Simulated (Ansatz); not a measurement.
Isolated molecules relaxed with PBE0-D4/def2-TZVP in Ansatz; ΔE leaves out vibrations. CBS: MP2 limit from def2 TZ/QZ plus the TZ coupled-cluster correction, frozen cores. Functionals use def2-TZVPP. One conformer a species, not always the lowest.

Reaction (redistribution): `[SiH3]O[Si](Cl)(Cl)Cl` + `FB(F)[SiH3]` → `FB(F)[Si](Cl)(Cl)Cl` + `[SiH3]O[SiH3]`

```csv
level,ΔE (kcal/mol)
B2PLYP,6.1
HF/CBS(def2),6.0
```

What does CCSD(T)/CBS give? (Estimate.)

Ansatz gave: +6.9 kcal/mol. The listed levels differ from it by -0.8, -0.9 kcal/mol.

Largest T1 diagnostic among the species: 0.014.
